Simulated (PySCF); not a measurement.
C$_{2}$H$_{2}$, triplet, at a GFN2-xTB geometry (a higher spin typed on purpose: for a closed-shell molecule this is an excited state). Base run: CASSCF(2,4)/6-31G* (PySCF).

Input for PySCF:
```python
from pyscf import gto, scf, mcscf
import numpy

mol = gto.Mole()
mol.atom = '''
    C    -0.592790   -0.274676   -0.193828
    C     0.592790    0.274676    0.193828
    H    -1.432115    0.330966   -0.511362
    H     1.432115   -0.330966    0.511362
'''
mol.basis = '6-31g*'
mol.charge = 0
mol.spin = 2
mol.verbose = 3
mol.build()

mf = scf.ROHF(mol)
mf.kernel()
mc = mcscf.CASSCF(mf, 4, 2)
mc.fix_spin_(ss=2.0)
mc.kernel()
occ = numpy.linalg.eigvalsh(mc.fcisolver.make_rdm1(mc.ci, mc.ncas, mc.nelecas))[::-1]
ss = mc.fcisolver.spin_square(mc.ci, mc.ncas, mc.nelecas)[0]
print('natural occupations', occ.round(4), ' <S^2>', round(ss, 4))
```

Each row names what was changed in the base input (with any setting that the change needs).

```tsv
change	ΔE vs base (mEh)	natural occupations	<S^2> of the state
base	0.000	1.00 1.00 0.00 0.00	2.00
active space = 6 electrons, 5 orbitals	-55.453	2.00 1.79 1.07 0.93 0.21	2.00
active space = 8 electrons, 9 orbitals	-99.983	1.98 1.98 1.81 1.07 0.93 0.20 0.02 0.02 0.01	2.00
orbitals = fixed (CASCI)	4.737	1.00 1.00 0.00 0.00	2.00
active space = 10 electrons, 9 orbitals	-95.844	2.00 1.98 1.98 1.79 1.07 0.93 0.21 0.02 0.02	2.00
conv_tol = 1e-5	0.007	1.00 1.00 0.00 0.00	2.00
active space = 4 electrons, 6 orbitals	-59.444	1.80 1.07 0.93 0.20 0.00 0.00	2.00
solver = newton	0.000	1.00 1.00 0.00 0.00	2.00
orbitals = fixed (CASCI); correction = SC-NEVPT2	-214.9	1.00 1.00 0.00 0.00	2.00
state_average = 2 states	2.289	-	-
correction = SC-NEVPT2	-211.0	1.00 1.00 0.00 0.00	2.00
```

Active orbitals are taken around the Fermi level unless the row says otherwise; CASSCF can end in different local minima, and two programs can end on different orbitals. State-averaged rows give the lowest state.

Open shells are given as the SCF converged; they aren't shown to be the lowest states, and a large step between rows can be another state.
